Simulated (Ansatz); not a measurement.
Job for Ansatz (an electronic-structure program): R-r2SCAN/def2-TZVPP on BiH3O (SMILES [OH][BiH2]), atoms moved off the minimum. Elements past Kr take the def2 small-core potentials; no spin–orbit coupling.

Ansatz 0.2 input:
```yaml
crystal:
  periodic: [false, false, false]
  atoms:
    - {symbol: Bi, position_ang: [-0.18212425, -0.12909989, 0.18885166]}
    - {symbol: H, position_ang: [-1.60988750, 0.11181000, -0.82837997]}
    - {symbol: H, position_ang: [0.51637453, -1.50217621, -0.97356994]}
    - {symbol: O, position_ang: [0.98087261, 1.24689603, -1.07284717]}
    - {symbol: H, position_ang: [1.51504294, 1.77449212, -0.29496889]}
basis:
  gaussian:
    orbitals: def2-TZVPP
hamiltonian:
  xc: {name: r2SCAN}
scf: {lower_state_search: off}
output: {forces: true}
```

What total energy does the run end on?

-291.7227 hartree.
